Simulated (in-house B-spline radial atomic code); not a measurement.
Configurations of the gold ion Au⁴⁺, with energies counted from [Xe] 4f14 5d7. Method: Dirac-Hartree-Fock, average of configuration, Fermi nucleus of rms radius 5.4371 fm. Calculated with an all-electron radial atomic-structure program (B-spline basis). Energies include first-order Breit, QED and recoil terms.

Occupations are held fixed; configurations that lie above the ionisation limit could autoionise.

| configuration | E - E(ref) (eV) | highest orbital | its <r> (bohr) |
| --- | --- | --- | --- |
| [Xe] 4f14 5d6 6s1 | 11.847 | 6s1/2 | 2.178 |
| [Xe] 4f14 5d6 5f1 | 37.917 | 5f5/2 | 3.034 |
| [Xe] 4f14 5d6 8g1 | 55.71 | 8g7/2 | 17.07 |
| [Kr] 4d10 4f14 5s2 5p5 5d7 6f1 | 109.46 | 6f7/2 | 5.585 |
| [Kr] 4d10 4f14 5s2 5p5 5d7 5g1 | 110.65 | 5g7/2 | 5.445 |
| [Kr] 4d10 4f14 5s2 5p5 5d7 8g1 | 118.97 | 8g7/2 | 17.05 |

Problem. Order these further configurations by energy, lowest first.
A. [Kr] 4d10 4f14 5s2 5p5 5d7 7s1
B. [Xe] 4f13 5d7 9g1
C. [Xe] 4f13 5d7 7g1
D. [Xe] 4f14 5d6 7p1
E. [Xe] 4f13 5d7 8p1

Solution. D (40.142 eV), A (99.285 eV), E (133.76 eV), C (140.19 eV), B (142.95 eV).

Problem. How far above the reference does [Xe] 4f13 5d7 7s1 lie?

Solution. 122.02 eV; its least bound orbital is 7s1/2 with <r> = 4.144 bohr.
